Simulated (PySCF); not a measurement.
A PySCF script (with the pyscf-properties extension) for the NMR shieldings of `O(B(OC)CN)C`, C₃H₁₀BNO₂, on a PBE0-D3(BJ)/def2-SVP geometry:

```python
import basis_set_exchange as bse
import numpy as np
from pyscf import gto, dft
from pyscf.prop import nmr

atoms = """
C    -0.448886    1.859030    0.834129
O    -0.893969    0.602920    0.381338
B    -0.099112   -0.291797   -0.261692
C     1.459312   -0.102697   -0.519371
N     2.207717    0.225357    0.690547
O    -0.667937   -1.431066   -0.741951
C    -2.043120   -1.694449   -0.636621
H    -0.583713    2.619553    0.045976
H    -1.064671    2.155442    1.696671
H     0.611023    1.821466    1.130791
H     1.834715   -0.988460   -1.070386
H     1.556370    0.747101   -1.222512
H     2.173368   -0.548745    1.350462
H     3.192639    0.372187    0.480433
H    -2.538489   -1.020922    0.078677
H    -2.183273   -2.736732   -0.310523
H    -2.525277   -1.578435   -1.621432
"""
names = dict.fromkeys(["C", "O", "B", "N", "H"], "pcSseg-1")
basis = {el: gto.basis.parse(bse.get_basis(n, elements=[el], fmt="nwchem")) for el, n in names.items()}
mol = gto.M(atom=atoms, basis=basis, charge=0, verbose=0)
mf = dft.RKS(mol, xc="CAM-B3LYP")
mf.grids.level = 2
mf.grids.alignment = dft.numint.BLKSIZE   # the property module wants whole blocks of grid points
mf.conv_tol = 1e-9
mf.kernel()

calc = nmr.RKS(mf)   # GIAO
C = mf.mo_coeff
Co = C[:, mf.mo_occ > 0]
resp = mf.gen_response(singlet=True, hermi=2)
def vind(x):   # induced exchange potential for any number of trial vectors
    d = np.einsum("pi,xij,qj->xpq", C, 2 * x.reshape(-1, C.shape[1], Co.shape[1]), Co, optimize=True)
    return np.einsum("xpq,pi,qj->xij", resp(d - d.transpose(0, 2, 1)), C, Co, optimize=True).ravel()
mo1, _ = nmr.rhf.solve_mo1(calc, with_cphf=vind)
sigma = calc.kernel(mo1)
for i, s in enumerate(sigma):   # ppm
    w = np.linalg.eigvalsh((s + s.T) / 2)
    print("%2d %-2s iso %8.1f  s11 %8.1f  s22 %8.1f  s33 %8.1f" % (i, mol.atom_pure_symbol(i), w.mean(), *w))
```

Q: Give the expected output.

A: 
```
 0 C  iso    129.3  s11    100.3  s22    105.4  s33    182.3
 1 O  iso    228.9  s11     52.0  s22    281.7  s33    353.2
 2 B  iso     70.0  s11     55.5  s22     65.5  s33     89.1
 3 C  iso    149.9  s11    129.5  s22    144.9  s33    175.2
 4 N  iso    242.7  s11    208.3  s22    247.2  s33    272.6
 5 O  iso    233.1  s11    102.6  s22    259.6  s33    337.1
 6 C  iso    131.9  s11    100.9  s22    113.4  s33    181.3
 7 H  iso     27.8  s11     24.2  s22     25.4  s33     33.8
 8 H  iso     27.7  s11     23.8  s22     25.8  s33     33.5
 9 H  iso     25.3  s11     19.5  s22     27.5  s33     28.7
10 H  iso     28.9  s11     23.7  s22     28.5  s33     34.5
11 H  iso     29.1  s11     26.8  s22     27.6  s33     32.9
12 H  iso     31.4  s11     24.5  s22     29.7  s33     40.1
13 H  iso     31.2  s11     23.5  s22     28.5  s33     41.6
14 H  iso     26.9  s11     22.2  s22     27.1  s33     31.4
15 H  iso     28.0  s11     23.8  s22     26.0  s33     34.2
16 H  iso     28.0  s11     24.0  s22     25.6  s33     34.5
```

These numbers come from an equivalent density-fitted implementation of the same equations, which agrees with the script to about 0.01 ppm for H and up to a few tenths of a ppm for heavy atoms, so last digits may differ.

Q: Turn these shieldings into chemical shifts. References, each an isolated molecule treated in the same way: ¹³C (σ = 182.45 ppm), ¹H (σ = 31.33 ppm) against TMS; ¹⁷O (σ = 338.55 ppm) vs H2O; BF3·OEt2 for ¹¹B (σ = 99.35 ppm); ¹⁵N (σ = 267.29 ppm) vs NH3.

A: Averaging equivalent atoms: C 0/6: 51.9; C 3: 32.6; O 1/5: 107.5; B 2: 29.3; N 4: 24.6; H 7/8/9/14/15/16: 4.04; H 10/11: 2.33; H 12/13: 0.02 ppm. Experimental scales use liquid or dissolved standards, which lie at an offset from isolated NH3 (liquid NH3: subtract about 20 ppm) and H2O (liquid H2O: subtract about 36 ppm).

Size and cost of the density-fitted run: 169 basis functions, 26 s wall time on 1 thread of an Arm Neoverse V1, shared host; peak memory 0.84 GiB.
